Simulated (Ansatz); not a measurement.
Ansatz (an electronic-structure program) input (B3LYP-D3(BJ)/def2-TZVP):

Ansatz 0.2 input:
```yaml
crystal:
  periodic: [false, false, false]
  atoms:
    - {symbol: B, position_ang: [-0.63214795, -0.74968734, -0.57324421]}
    - {symbol: O, position_ang: [0.02068018, 0.03881951, 0.02998656]}
    - {symbol: H, position_ang: [0.55946083, 0.68962318, 0.52810672]}
basis:
  gaussian:
    orbitals: def2-TZVP
hamiltonian:
  xc: b3lyp
  dispersion: d3bj
total_charge: 1
magnetization: {spin_polarized: true, initial_magnetization: 1}
relax: {f_tol: 0.002, max_steps: 150}
```

Output:

```
Functional definition: B3LYP
integrals: 0.01 GiB planned
364 factors; their error is unknown
mean field: 0.14 GiB planned
mean field evaluation 1: about -2712.2442 eV, gradient 7.7e1 eV
mean field evaluation 2: about -2633.6893 eV, gradient 1.3e2 eV
mean field evaluation 4: about -2729.8890 eV, gradient 5.8e0 eV
mean field evaluation 8: about -2730.0252 eV, gradient 1.8e-2 eV
mean field -2730.02519266 eV, -100.3265753526 hartree, gradient 5.6e-5 eV, S^2 0.753768; 0 other end points of the search recorded, 0 dependent functions left out
the calculation of the forces begins
reference -2730.02535741 eV, -100.3265814072 hartree; 7, 6 occupied and 61, 62 virtual orbitals, 364 factors
relax step   1: F+E_penalty+E_count = -2730.06424567 eV  Δ(F+E_penalty+E_count) = +0.000e0 eV  max|allowed force component| = 1.842e0 eV/Å  Δτ_max = 0.0000 Å  (30 SCF iters, accepted)
these checks for a lower state are left out or cut short: starts, cluster_reference, orbital_swaps, neighbouring_geometries, increment
integrals: 0.01 GiB planned
364 factors; their error is unknown
mean field: 0.14 GiB planned
mean field evaluation 16: about -2730.0428 eV, gradient 1.8e0 eV
mean field -2730.05605925 eV, -100.3277096791 hartree, gradient 2.1e-5 eV, S^2 0.754007; 0 other end points of the search recorded, 0 dependent functions left out
the calculation of the forces begins
reference -2730.05622380 eV, -100.3277157259 hartree; 7, 6 occupied and 61, 62 virtual orbitals, 364 factors
relax step   2: F+E_penalty+E_count = -2730.09507758 eV  Δ(F+E_penalty+E_count) = -3.083e-2 eV  max|allowed force component| = 2.923e-1 eV/Å  Δτ_max = 0.0125 Å  (33 SCF iters, accepted)
these checks for a lower state are left out or cut short: starts, cluster_reference, orbital_swaps, neighbouring_geometries, increment
integrals: 0.01 GiB planned
364 factors; their error is unknown
mean field: 0.14 GiB planned
mean field -2730.05682765 eV, -100.3277379172 hartree, gradient 2.0e-5 eV, S^2 0.754048; 0 other end points of the search recorded, 0 dependent functions left out
the calculation of the forces begins
reference -2730.05699214 eV, -100.3277439620 hartree; 7, 6 occupied and 61, 62 virtual orbitals, 364 factors
relax step   3: F+E_penalty+E_count = -2730.09584177 eV  Δ(F+E_penalty+E_count) = -7.642e-4 eV  max|allowed force component| = 1.386e-2 eV/Å  Δτ_max = 0.0020 Å  (35 SCF iters, accepted)
these checks for a lower state are left out or cut short: starts, cluster_reference, orbital_swaps, neighbouring_geometries, increment
integrals: 0.01 GiB planned
364 factors; their error is unknown
mean field: 0.14 GiB planned
mean field evaluation 32: about -2730.0512 eV, gradient 1.2e-1 eV
mean field -2730.05682810 eV, -100.3277379338 hartree, gradient 3.1e-5 eV, S^2 0.754052; 0 other end points of the search recorded, 0 dependent functions left out
the calculation of the forces begins
reference -2730.05699259 eV, -100.3277439786 hartree; 7, 6 occupied and 61, 62 virtual orbitals, 364 factors
relax step   4: F+E_penalty+E_count = -2730.09584147 eV  Δ(F+E_penalty+E_count) = +2.976e-7 eV  max|allowed force component| = 1.084e-2 eV/Å  Δτ_max = 0.0002 Å  (23 SCF iters, rejected (line search))
these checks for a lower state are left out or cut short: starts, cluster_reference, orbital_swaps, neighbouring_geometries, increment
integrals: 0.01 GiB planned
364 factors; their error is unknown
mean field: 0.14 GiB planned
mean field -2730.05682944 eV, -100.3277379829 hartree, gradient 2.1e-5 eV, S^2 0.754050; 0 other end points of the search recorded, 0 dependent functions left out
the calculation of the forces begins
reference -2730.05699392 eV, -100.3277440276 hartree; 7, 6 occupied and 61, 62 virtual orbitals, 364 factors
relax step   5: F+E_penalty+E_count = -2730.09584343 eV  Δ(F+E_penalty+E_count) = -1.665e-6 eV  max|allowed force component| = 5.000e-5 eV/Å  Δτ_max = 0.0001 Å  (24 SCF iters, accepted)
integrals: 0.01 GiB planned
364 factors; their error is unknown
mean field: 0.14 GiB planned
mean field -2730.05682944 eV, -100.3277379829 hartree, gradient 2.1e-5 eV, S^2 0.754050; 1 other end points of the search recorded, 0 dependent functions left out
the calculation of the forces begins
reference -2730.05699392 eV, -100.3277440276 hartree; 7, 6 occupied and 61, 62 virtual orbitals, 364 factors
Total energy: -2730.09600792 eV, -100.3291777654 hartree
Atom 0 at    -0.640006    -0.759180    -0.580512 Å, force     0.000013     0.000010    -0.000020 eV/Å
Atom 1 at     0.027035     0.046498     0.035874 Å, force    -0.000025    -0.000017     0.000050 eV/Å
Atom 2 at     0.560964     0.691437     0.529487 Å, force     0.000011     0.000007    -0.000030 eV/Å
Dipole moment:    -0.044901    -0.054217    -0.041395 e Å
```
